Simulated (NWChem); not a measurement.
## Correlation energy of CHCl

```
C
H 1 1.1206
Cl 1 1.6933 2 101.82
```
Charge 0, spin multiplicity 1.

All runs are NWChem calculations. All single points use one geometry, from PBE0/def2-SVP, a minimum by its harmonic frequencies.

Basis set: def2-SVP. Each correlation energy counts from its own Hartree-Fock reference.

The correlated methods keep 6 core orbitals frozen. The structure started from a generated list of species. Coupled-cluster values serve here as a point of comparison, not as the truth.

### Question
For the correlation energy, MP2 gives -245.2 mHa and SCS-MP2 gives -243.6 mHa. What do CR-CCSD[T], CR-CCSD(T), CCSD give?

### Answer
CR-CCSD[T]: -283.8 mHa; CR-CCSD(T): -283.1 mHa; CCSD: -275.9 mHa.
